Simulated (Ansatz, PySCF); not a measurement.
Pair of molecules: CHN (SMILES C#N) (first 3 atoms) with C2H3N (SMILES CC#N); geometry from B3LYP-D3(BJ)/def2-TZVP.
(charge 0, multiplicity 1):
```xyz
9

C      0.33630     0.29153     0.28051
N     -0.60583    -0.34621     0.13865
H      1.21049     0.88082     0.45005
C     -0.66687    -0.63006     3.69109
C      0.50122     0.19423     3.43624
N      1.41888     0.84439     3.19657
H     -1.37861    -0.09237     4.31761
H     -1.14214    -0.87802     2.74042
H     -0.37544    -1.55117     4.19593
```

Monomers are frozen at their geometry in the pair; levels with a basis set take the counterpoise correction.

Programs: Ansatz (Gaussian orbitals); PySCF for the dispersion terms. Values without a source in brackets are computed.

Question: One of these levels gives -21.5 kJ/mol for the interaction energy. Name it.
(A) SVWN5/def2-TZVPPD
(B) B3LYP-D3(BJ)/def2-TZVPPD
(C) PBE/def2-TZVPPD

Answer: B, B3LYP-D3(BJ)/def2-TZVPPD. The others give -27.3 (SVWN5/def2-TZVPPD), -15.7 (PBE/def2-TZVPPD)

Ansatz is a program for electronic structure.
